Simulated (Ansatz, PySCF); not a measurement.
Process, species as SMILES: S[Si](S)(Cl)Cl [dichloro-bis(sulfanyl)silane] + H+ → S[Si]([SH2+])(Cl)Cl
Structures are relaxed separately at B3LYP-D3(BJ)/def2-TZVP in Ansatz (a program for electronic structure), one conformer each, not searched for the lowest.

Quantity: proton affinity (enthalpy at 298 K, with B3LYP-D3(BJ) rigid-rotor harmonic-oscillator terms from PySCF), positive where the reaction releases energy, in kJ/mol. Cores are frozen in the correlated levels unless marked. Spin-orbit coupling is left out. No relativistic terms. Basis-set limits of correlation are two-point, X^-3; Hartree-Fock from the larger set.

```json
[
 {"level": "BLYP-D3(BJ)/def2-TZVPD", "program": "Ansatz + dftd3", "proton affinity (kJ/mol)": "764.3"},
 {"level": "revPBE/def2-TZVPD", "program": "Ansatz", "proton affinity (kJ/mol)": "765.5"},
 {"level": "B3LYP-D3(BJ)/def2-TZVPD", "program": "Ansatz + dftd3", "proton affinity (kJ/mol)": "758.9"},
 {"level": "PBE0-D3(BJ)/def2-TZVPD", "program": "Ansatz + dftd3", "proton affinity (kJ/mol)": "754.1"},
 {"level": "BHLYP-D3(BJ)/def2-TZVPD", "program": "Ansatz + dftd3", "proton affinity (kJ/mol)": "752.4"},
 {"level": "LC-wPBE-D3(BJ)/def2-TZVPD", "program": "Ansatz + dftd3", "proton affinity (kJ/mol)": "752.3"},
 {"level": "LC-wPBE/def2-TZVPD", "program": "Ansatz", "proton affinity (kJ/mol)": "749.8"}
]
```

**Question.** What does CCSD(T)/CBS(cc-pV(T+d)Z,cc-pV(Q+d)Z) (Ansatz) give?

**Answer.** 742.1 kJ/mol
